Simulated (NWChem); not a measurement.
System: C$_{3}$H$_{5}$BCl$_{2}$; SMILES C=CCB(Cl)Cl

The following NWChem deck was run.

```
start job
memory heap 200 mb stack 900 mb global 1100 mb
geometry units angstroms noautoz
  B     -0.070843     0.546792    -0.131179
  C     -0.885966    -0.766336    -0.427258
  C     -0.149890    -2.067477    -0.275763
  C     -0.527380    -3.077519     0.526330
  H     -1.201094    -0.633200    -1.494804
  H     -1.833142    -0.759314     0.151604
  H      0.780767    -2.167259    -0.862269
  H     -1.444173    -3.018996     1.137128
  H      0.067353    -4.000742     0.602796
  Cl     1.684361     0.606047    -0.286383
  Cl    -0.910013     2.037185     0.301111
end
basis spherical
  B library def2-svp
  C library def2-svp
  H library def2-svp
  Cl library def2-svp
end
dft
  xc r2scan
  iterations 200
  vectors input hcore
end
task dft gradient
```

Parts of the log:

```
             Northwest Computational Chemistry Package (NWChem) 7.3.0
             --------------------------------------------------------

 C1  symmetry detected

                             Geometry "geometry" -> ""
                             -------------------------

 Output coordinates in angstroms (scale by  1.889725989 to convert to a.u.)

  No.       Tag          Charge          X              Y              Z
 ---- ---------------- ---------- -------------- -------------- --------------
    1 B                    5.0000    -0.06093417     0.51790997    -0.11705065
    2 C                    6.0000    -0.77537081    -0.81848391    -0.54134432
    3 C                    6.0000    -0.04772601    -2.09854057    -0.24182050
    4 C                    6.0000    -0.54087325    -3.11220177     0.48984437
    5 H                    1.0000    -0.89262725    -0.70169156    -1.65008044
    6 H                    1.0000    -1.81249665    -0.83219344    -0.14580046
    7 H                    1.0000     0.97685177    -2.17804982    -0.64677339
    8 H                    1.0000    -1.55526358    -3.07338820     0.92171740
    9 H                    1.0000     0.05231529    -4.01878000     0.68513487
   10 Cl                  17.0000     1.69097442     0.62239678     0.05099496
   11 Cl                  17.0000    -1.00157961     1.98877444     0.13612139

 Effective nuclear repulsion energy (a.u.)     302.4656339909

                                 NWChem DFT Module
                                 -----------------

 Summary of "ao basis" -> "ao basis" (spherical)
 ------------------------------------------------------------------------------
       Tag                 Description            Shells   Functions and Types
 ---------------- ------------------------------  ------  ---------------------
 B                          def2-svp                 6       14   3s2p1d
 C                          def2-svp                 6       14   3s2p1d
 H                          def2-svp                 3        5   2s1p
 Cl                         def2-svp                 8       18   4s3p1d

            General Information
            -------------------
          SCF calculation type: DFT
          Wavefunction type:  closed shell.
          No. of atoms     :    11
          No. of electrons :    62
           Alpha electrons :    31
            Beta electrons :    31
          Charge           :     0
          Spin multiplicity:     1
          Use of symmetry is: off; symmetry adaption is: off
          Maximum number of iterations: 200
          AO basis - number of functions:   117
                     number of shells:    55
          Convergence on energy requested:  1.00D-06
          Convergence on density requested:  1.00D-05
          Convergence on gradient requested:  5.00D-04

              XC Information
              --------------
                      r^2SCAN Method XC Functional
               r^2SCAN metaGGA Exchange Functional  1.000
                     r^2SCAN Correlation Potential  1.000

             Grid Information
             ----------------
          Grid used for XC integration:  medium
          Radial quadrature: Mura-Knowles
          Angular quadrature: Lebedev.
          Tag              B.-S. Rad. Rad. Pts. Rad. Cut. Ang. Pts.
          ---              ---------- --------- --------- ---------
          B                   0.85       49          12.0       434
          C                   0.70       49          12.0       434
          H                   0.35       45          13.0       434
          Cl                  1.00       88          14.0       590
          Grid pruning is: on
          Number of quadrature shells:   597
          Spatial weights used:  Erf1

      Non-variational initial energy
      ------------------------------

 Total energy =     302.465634
 1-e energy   =       0.000000
 2-e energy   =       0.000000
 HOMO         =     -17.205403
 LUMO         =     -17.187584

   convergence    iter        energy       DeltaE   RMS-Dens  Diis-err
 ---------------- ----- ----------------- --------- --------- ---------
 d= 0,ls=0.0,diis     1   -989.3446453372 -1.29D+03  1.15D+00  1.08D+02
 d= 0,ls=0.0,diis     2   -797.3104679239  1.92D+02  8.87D-01  5.74D+02
 d= 0,ls=0.0,diis     3   -984.1297428895 -1.87D+02  4.13D-01  1.85D+02
 d= 0,ls=0.0,diis     4  -1040.3376251662 -5.62D+01  3.28D-01  3.37D+01
 d= 0,ls=0.0,diis     5  -1027.1936218666  1.31D+01  1.15D-01  1.93D+02
 d= 0,ls=0.0,diis     6  -1057.1067090033 -2.99D+01  4.63D-02  2.75D+01
 d= 0,ls=0.0,diis     7  -1061.2356240339 -4.13D+00  3.11D-02  5.18D+00
 d= 0,ls=0.0,diis     8  -1060.9007297787  3.35D-01  1.93D-02  5.90D+00
 d= 0,ls=0.0,diis     9  -1061.9576168034 -1.06D+00  7.64D-03  8.78D-01
 d= 0,ls=0.0,diis    10  -1062.0657157566 -1.08D-01  4.22D-03  2.64D-01
  Resetting Diis
 d= 0,ls=0.0,diis    11  -1062.0846095348 -1.89D-02  2.91D-03  1.38D-01
 d= 0,ls=0.0,diis    12  -1062.1037281507 -1.91D-02  3.07D-03  2.47D-02
 d= 0,ls=0.0,diis    13  -1062.0964128760  7.32D-03  1.92D-03  7.73D-02
 d= 0,ls=0.0,diis    14  -1062.1069876454 -1.06D-02  4.41D-04  3.58D-03
 d= 0,ls=0.0,diis    15  -1062.1075244502 -5.37D-04  9.91D-05  6.19D-05
 d= 0,ls=0.0,diis    16  -1062.1075330499 -8.60D-06  2.43D-05  6.77D-06
 d= 0,ls=0.0,diis    17  -1062.1075340302 -9.80D-07  3.59D-06  8.26D-08

         Total DFT energy =    -1062.107534030150
      One electron energy =    -2061.736507569985
           Coulomb energy =      775.651823797182
    Exchange-Corr. energy =      -78.488484248292
 Nuclear repulsion energy =      302.465633990944

 Numeric. integr. density =       62.000005125975

                       DFT Final Molecular Orbital Analysis
                       ------------------------------------

 Vector   29  Occ=2.000000D+00  E=-2.989594D-01
              MO Center= -1.5D-01,  4.7D-01,  1.5D-02, r^2= 5.2D+00
   Bfn.  Coefficient  Atom+Function         Bfn.  Coefficient  Atom+Function
  ----- ------------  ---------------      ----- ------------  ---------------
    93      0.295991  10 Cl py              111      0.296398  11 Cl py
   110      0.264039  11 Cl px               19      0.230046   2 C  py
    90      0.226866  10 Cl py              108      0.226535  11 Cl py
   107      0.201014  11 Cl px               32      0.142300   3 C  px
    22      0.136764   2 C  py              112      0.134444  11 Cl pz

 Vector   30  Occ=2.000000D+00  E=-2.896949D-01
              MO Center=  5.4D-01,  1.1D+00,  6.7D-02, r^2= 3.5D+00
   Bfn.  Coefficient  Atom+Function         Bfn.  Coefficient  Atom+Function
  ----- ------------  ---------------      ----- ------------  ---------------
    93      0.480192  10 Cl py              110     -0.403746  11 Cl px
    90      0.363758  10 Cl py              107     -0.306502  11 Cl px
    87      0.209881  10 Cl py              104     -0.176866  11 Cl px
    92     -0.115434  10 Cl px              111     -0.105277  11 Cl py
    94      0.091735  10 Cl pz               89     -0.086786  10 Cl px

 Vector   31  Occ=2.000000D+00  E=-2.383683D-01
              MO Center= -3.7D-01, -2.3D+00,  6.3D-02, r^2= 2.7D+00
   Bfn.  Coefficient  Atom+Function         Bfn.  Coefficient  Atom+Function
  ----- ------------  ---------------      ----- ------------  ---------------
    48      0.336246   4 C  pz               34      0.296057   3 C  pz
    51      0.238911   4 C  pz               37      0.211061   3 C  pz
    47      0.163792   4 C  py               33      0.157659   3 C  py
    46      0.150604   4 C  px               57      0.139540   5 H  s
     5     -0.131131   1 B  py               32      0.126972   3 C  px

 Vector   32  Occ=0.000000D+00  E=-6.400317D-02
              MO Center= -4.6D-02,  5.5D-01, -1.0D-01, r^2= 2.7D+00
   Bfn.  Coefficient  Atom+Function         Bfn.  Coefficient  Atom+Function
  ----- ------------  ---------------      ----- ------------  ---------------
     6      0.621476   1 B  pz                9     -0.503137   1 B  pz
    94      0.320696  10 Cl pz               58     -0.315925   5 H  s
   112      0.316898  11 Cl pz               57     -0.169410   5 H  s
    63      0.169945   6 H  s                91      0.169880  10 Cl pz
   109      0.166645  11 Cl pz                5     -0.140931   1 B  py

 Vector   33  Occ=0.000000D+00  E=-2.017663D-02
              MO Center= -3.3D-01, -2.4D+00,  6.8D-02, r^2= 2.5D+00
   Bfn.  Coefficient  Atom+Function         Bfn.  Coefficient  Atom+Function
  ----- ------------  ---------------      ----- ------------  ---------------
    37      0.506537   3 C  pz               51     -0.494646   4 C  pz
    34      0.377497   3 C  pz               48     -0.352546   4 C  pz
    36      0.270328   3 C  py               50     -0.259865   4 C  py
    58      0.214261   5 H  s                49     -0.211724   4 C  px
    35      0.201299   3 C  px               33      0.183929   3 C  py

 Vector   34  Occ=0.000000D+00  E= 5.686441D-02
              MO Center= -2.5D-01, -1.3D-01, -5.8D-01, r^2= 5.7D+00
   Bfn.  Coefficient  Atom+Function         Bfn.  Coefficient  Atom+Function
  ----- ------------  ---------------      ----- ------------  ---------------
     3      1.548379   1 B  s                17     -1.494199   2 C  s
    58      0.813180   5 H  s                63      0.515514   6 H  s
    85     -0.488244  10 Cl s                92      0.462389  10 Cl px
    31     -0.428402   3 C  s                22     -0.401165   2 C  py
   103     -0.357776  11 Cl s                68      0.337210   7 H  s

     Multipole analysis of the density
     ---------------------------------

     L   x y z        total         alpha         beta         nuclear
     -   - - -        -----         -----         ----         -------
     0   0 0 0     -0.000000    -31.000000    -31.000000     62.000000

     1   1 0 0     -0.220479     -0.110240     -0.110240      0.000000
     1   0 1 0     -0.302711     -0.151355     -0.151355      0.000000
     1   0 0 1     -0.211994     -0.105997     -0.105997     -0.000000

     2   2 0 0    -36.531402   -158.458362   -158.458362    280.385321
     2   1 1 0     -0.165220     -5.361889     -5.361889     10.558558
     2   1 0 1     -0.436773     -0.021282     -0.021282     -0.394209
     2   0 2 0    -37.884181   -367.563736   -367.563736    697.243290
     2   0 1 1     -0.633491      2.367561      2.367561     -5.368613
     2   0 0 2    -36.252883    -33.228272    -33.228272     30.203662

            General Information
            -------------------
          SCF calculation type: DFT
          Wavefunction type:  closed shell.
          No. of atoms     :    11
          No. of electrons :    62
           Alpha electrons :    31
            Beta electrons :    31
          Charge           :     0
          Spin multiplicity:     1
          Use of symmetry is: off; symmetry adaption is: off
          Maximum number of iterations: 200
          AO basis - number of functions:   117
                     number of shells:    55
          Convergence on energy requested:  1.00D-06
          Convergence on density requested:  1.00D-05
          Convergence on gradient requested:  5.00D-04

              XC Information
              --------------
                      r^2SCAN Method XC Functional
               r^2SCAN metaGGA Exchange Functional  1.000
                     r^2SCAN Correlation Potential  1.000

             Grid Information
             ----------------
          Grid used for XC integration:  medium
          Radial quadrature: Mura-Knowles
          Angular quadrature: Lebedev.
          Tag              B.-S. Rad. Rad. Pts. Rad. Cut. Ang. Pts.
          ---              ---------- --------- --------- ---------
          B                   0.85       49          12.0       434
          C                   0.70       49          12.0       434
          H                   0.35       45          13.0       434
          Cl                  1.00       88          14.0       590
          Grid pruning is: on
          Number of quadrature shells:   597
          Spatial weights used:  Erf1

          Convergence Information
          -----------------------
          Convergence aids based upon iterative change in
          total energy or number of iterations.
          Levelshifting, if invoked, occurs when the
          HOMO/LUMO gap drops below (HL_TOL):  1.00D-02
          DIIS, if invoked, will attempt to extrapolate
          using up to (NFOCK): 10 stored Fock matrices.

                    Damping( 0%)  Levelshifting(0.5)       DIIS
                  --------------- ------------------- ---------------
          dE  on:    start            ASAP                start
          dE off:    2 iters        200 iters           200 iters

                            NWChem DFT Gradient Module
                            --------------------------

  charge          =   0.00
  wavefunction    = closed shell

                         DFT ENERGY GRADIENTS

    atom               coordinates                        gradient
                 x          y          z           x          y          z
   1 B      -0.115149   0.978708  -0.221194    0.000250   0.001063   0.000074
   2 C      -1.465238  -1.546710  -1.022992    0.002330  -0.001031   0.001206
   3 C      -0.090189  -3.965667  -0.456974   -0.000721   0.003873  -0.002161
   4 C      -1.022102  -5.881209   0.925672   -0.000666  -0.002292   0.001478
   5 H      -1.686821  -1.326005  -3.118200   -0.000448   0.000499  -0.004158
   6 H      -3.425122  -1.572618  -0.275523   -0.004097   0.000117   0.001515
   7 H       1.845982  -4.115917  -1.222224    0.004143  -0.000147  -0.001537
   8 H      -2.939022  -5.807862   1.741793   -0.004257   0.000004   0.001882
   9 H       0.098862  -7.594393   1.294717    0.002399  -0.003996   0.001021
  10 Cl      3.195478   1.176159   0.096366    0.001985   0.000183   0.000236
  11 Cl     -1.892711   3.758239   0.257232   -0.000917   0.001727   0.000445
```

Level: r2SCAN/def2-SVP. Geometry: optimised at PBE-D3(BJ)/def2-SVP.
